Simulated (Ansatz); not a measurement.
What each rung costs, and what it gives

Saddle point of TiH2Cl4, singlet (TiCl₄ ([Cl][Ti]([Cl])([Cl])[Cl]) + H₂ → TiHCl₃ ([Cl][TiH]([Cl])[Cl]) + HCl; bonds formed: Ti1–H7, Cl2–H6; bonds broken: Ti1–Cl2, H6–H7), PBE0-D4/def2-TZVP structure:

Ti1  (-0.205, 0.514, -0.104)
Cl2  (-0.187, -2.237, 0.296)
Cl3  (-1.037, 0.161, -2.078)
Cl4  (-1.581, 0.686, 1.566)
Cl5  (0.772, 2.436, -0.234)
H6  (0.887, -1.399, 0.332)
H7  (1.351, -0.161, 0.222)
(Å)

Barriers are electronic and count from the start structure reached by relaxing down the imaginary mode.

Ansatz 0.2.0; basis: as named in each row; cores frozen in the correlated methods. B3LYP uses VWN-RPA correlation. Extrapolation: Hartree–Fock as exp(−7.88 √X), correlation as X^−2.97.

Times are rough, for one single point on 8 threads of a shared host (Intel Xeon).

The estimate by CCSD(T) at an estimated basis limit (MP2 extrapolated from triple and quadruple zeta, plus CCSD(T) − MP2 in triple zeta) is 1.815 eV.

```json
{"method": "HF", "basis": "STO-3G", "time (s)": "under 1", "barrier (eV)": "3.260", "method less estimate": "1.445"}
{"method": "PBE-D4", "basis": "STO-3G", "time (s)": "1", "barrier (eV)": "2.707", "method less estimate": "0.892"}
{"method": "SPW92", "basis": "def2-SVP", "time (s)": "2", "barrier (eV)": "1.350", "method less estimate": "-0.465"}
{"method": "PBE-D4", "basis": "def2-SVP", "time (s)": "2", "barrier (eV)": "1.607", "method less estimate": "-0.208"}
{"method": "SPW92", "basis": "def2-TZVPP", "time (s)": "3", "barrier (eV)": "1.358", "method less estimate": "-0.457"}
{"method": "B3LYP-D4", "basis": "6-31G", "time (s)": "3", "barrier (eV)": "2.192", "method less estimate": "0.377"}
{"method": "PBE0-D4", "basis": "def2-SVP", "time (s)": "3", "barrier (eV)": "1.632", "method less estimate": "-0.183"}
{"method": "PBE-D4", "basis": "def2-TZVPP", "time (s)": "4", "barrier (eV)": "1.655", "method less estimate": "-0.160"}
{"method": "BLYP-D4", "basis": "def2-TZVPP", "time (s)": "4", "barrier (eV)": "1.792", "method less estimate": "-0.023"}
{"method": "r2SCAN-D4", "basis": "def2-TZVPP", "time (s)": "6", "barrier (eV)": "1.756", "method less estimate": "-0.058"}
{"method": "B3LYP-D4", "basis": "def2-TZVPP", "time (s)": "7", "barrier (eV)": "1.804", "method less estimate": "-0.011"}
{"method": "BHLYP-D4", "basis": "def2-TZVPP", "time (s)": "7", "barrier (eV)": "1.854", "method less estimate": "0.039"}
{"method": "PBE0-D4", "basis": "def2-TZVPP", "time (s)": "8", "barrier (eV)": "1.691", "method less estimate": "-0.123"}
{"method": "CAM-B3LYP-D4", "basis": "def2-TZVPP", "time (s)": "8", "barrier (eV)": "1.767", "method less estimate": "-0.047"}
{"method": "wB97M-V", "basis": "def2-SVP", "time (s)": "9", "barrier (eV)": "1.626", "method less estimate": "-0.188"}
{"method": "r2SCAN0-D4", "basis": "def2-TZVPP", "time (s)": "10", "barrier (eV)": "1.757", "method less estimate": "-0.057"}
{"method": "RPA on PBE", "basis": "def2-TZVPP", "time (s)": "10", "barrier (eV)": "1.805", "method less estimate": "-0.010"}
{"method": "CCSD(T)", "basis": "def2-SVP", "time (s)": "11", "barrier (eV)": "1.778", "method less estimate": "-0.037"}
{"method": "B97M-V", "basis": "def2-TZVPP", "time (s)": "12", "barrier (eV)": "1.753", "method less estimate": "-0.062"}
{"method": "B2PLYP", "basis": "def2-TZVPP", "time (s)": "12", "barrier (eV)": "1.900", "method less estimate": "0.086"}
{"method": "PBE-QIDH", "basis": "def2-TZVPP", "time (s)": "12", "barrier (eV)": "1.815", "method less estimate": "0.000"}
{"method": "wB97X-V", "basis": "def2-TZVPP", "time (s)": "13", "barrier (eV)": "1.766", "method less estimate": "-0.049"}
{"method": "wB97M-V", "basis": "def2-TZVPP", "time (s)": "15", "barrier (eV)": "1.741", "method less estimate": "-0.074"}
{"method": "MP2", "basis": "def2-QZVPP", "time (s)": "34", "barrier (eV)": "1.921", "method less estimate": "0.106"}
{"method": "CCSD(T)", "basis": "def2-TZVPP", "time (s)": "240", "barrier (eV)": "1.830", "method less estimate": "0.015"}
```

All methods are single points on the PBE0-D4 structures.

T1 diagnostic: at most 0.025. The restricted Hartree–Fock reference is unstable towards an unrestricted one at one or more of these structures.

Labels in which every atom is bracketed show which atoms are joined, not bond orders.
